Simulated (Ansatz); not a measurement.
Ansatz (a first-principles code) input file for B(Br)(vinyl)(OH) (C2H4BBrO), SMILES C=CB(O)Br, PBE0/def2-SVPD. Coordinates come from a ωB97X-D3(BJ)/def2-SVP optimisation. One conformer was computed; it need not be the lowest.

Ansatz 0.2 input:
```yaml
crystal:
  periodic: [false, false, false]
  atoms:
    - {symbol: B, position_ang: [-0.31173258, 0.56018252, 0.00000000]}
    - {symbol: Br, position_ang: [0.19112127, -1.31788287, -0.00000000]}
    - {symbol: C, position_ang: [0.79049013, 1.65906719, 0.00000000]}
    - {symbol: C, position_ang: [0.46915726, 2.96064715, -0.00000000]}
    - {symbol: H, position_ang: [1.84737355, 1.36958676, 0.00000000]}
    - {symbol: H, position_ang: [1.22883915, 3.75094597, 0.00000000]}
    - {symbol: H, position_ang: [-0.57838625, 3.28324345, 0.00000000]}
    - {symbol: O, position_ang: [-1.62207917, 0.88528587, -0.00000000]}
    - {symbol: H, position_ang: [-2.20965882, 0.12063874, 0.00000000]}
basis:
  gaussian:
    orbitals: def2-SVPD
hamiltonian:
  xc: {name: PBE0}
```

Log of the run:

```
WARN ansatz: RAYON_NUM_THREADS=1 ignored (pool sized by the plan → 1); use --threads N
Functional definition: PBE0
integrals: 0.10 GiB planned
1415 factors; their error is unknown
mean field: 0.81 GiB planned
mean field evaluation 1: about -74878.5522 eV, gradient 5.7e1 eV
mean field evaluation 2: about -74870.8342 eV, gradient 8.4e1 eV
mean field evaluation 4: about -74885.3165 eV, gradient 3.5e0 eV
mean field evaluation 8: about -74885.4833 eV, gradient 2.4e-1 eV
mean field evaluation 16: about -74885.4834 eV, gradient 4.4e-5 eV
mean field -74885.48338585 eV, -2751.9907552261 hartree, gradient 4.4e-5 eV, S^2 0.000000; 0 other end points of the search recorded, 0 dependent functions left out
reference -74885.48342614 eV, -2751.9907567068 hartree; 32, 32 occupied and 124, 124 virtual orbitals, 1415 factors
Total energy: -74885.48342614 eV, -2751.9907567068 hartree
```

The calculation finished and met its thresholds.
